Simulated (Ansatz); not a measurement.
`[NH2][Y]([NH2])[O][SiH3]` at its PBE0-D4/def2-TZVP geometry, where that method's forces vanish. The species carries charge 0 and has multiplicity 1. Y: def2 effective core potential.

```csv
atom,x (Å),y (Å),z (Å)
N1,0.690,-1.478,2.162
Y2,0.737,-0.207,0.434
N3,2.638,0.540,-0.222
O4,-1.001,0.281,-0.574
Si5,-2.357,0.665,-1.373
H6,-0.122,-1.907,2.590
H7,1.486,-1.772,2.717
H8,3.540,0.357,0.202
H9,2.820,1.145,-1.014
H10,-2.127,1.790,-2.326
H11,-3.438,1.083,-0.434
H12,-2.865,-0.496,-2.161
```

(1) For each bond, give half the difference of the two atoms' forces along it (eV/Å; positive pushes the atoms apart) under PBE-D4, r2SCAN-D4, B3LYP-D4, ωB97M-V in def2-TZVPP. (Estimate.)

## Answers

(1) Ansatz gave: 
```json
{"bond": "N1–Y2", "length (Å)": "2.146", "PBE-D4": "-0.17", "r2SCAN-D4": "-0.01", "B3LYP-D4": "0.08", "ωB97M-V": "0.07"}
{"bond": "N1–H6", "length (Å)": "1.013", "PBE-D4": "0.27", "r2SCAN-D4": "0.02", "B3LYP-D4": "-0.03", "ωB97M-V": "-0.06"}
{"bond": "N1–H7", "length (Å)": "1.014", "PBE-D4": "0.28", "r2SCAN-D4": "0.02", "B3LYP-D4": "-0.03", "ωB97M-V": "-0.05"}
{"bond": "Y2–N3", "length (Å)": "2.145", "PBE-D4": "-0.17", "r2SCAN-D4": "-0.01", "B3LYP-D4": "0.08", "ωB97M-V": "0.07"}
{"bond": "Y2–O4", "length (Å)": "2.068", "PBE-D4": "-0.23", "r2SCAN-D4": "0.00", "B3LYP-D4": "-0.01", "ωB97M-V": "0.00"}
{"bond": "N3–H8", "length (Å)": "1.014", "PBE-D4": "0.28", "r2SCAN-D4": "0.02", "B3LYP-D4": "-0.03", "ωB97M-V": "-0.05"}
{"bond": "N3–H9", "length (Å)": "1.013", "PBE-D4": "0.27", "r2SCAN-D4": "0.02", "B3LYP-D4": "-0.03", "ωB97M-V": "-0.06"}
{"bond": "O4–Si5", "length (Å)": "1.620", "PBE-D4": "0.44", "r2SCAN-D4": "0.04", "B3LYP-D4": "0.13", "ωB97M-V": "0.14"}
{"bond": "Si5–H10", "length (Å)": "1.492", "PBE-D4": "0.00", "r2SCAN-D4": "-0.03", "B3LYP-D4": "-0.10", "ωB97M-V": "-0.14"}
{"bond": "Si5–H11", "length (Å)": "1.492", "PBE-D4": "0.00", "r2SCAN-D4": "-0.03", "B3LYP-D4": "-0.10", "ωB97M-V": "-0.14"}
{"bond": "Si5–H12", "length (Å)": "1.492", "PBE-D4": "0.01", "r2SCAN-D4": "-0.03", "B3LYP-D4": "-0.09", "ωB97M-V": "-0.14"}
```

B3LYP here is the variant with VWN-RPA as its local correlation; programs differ in this.
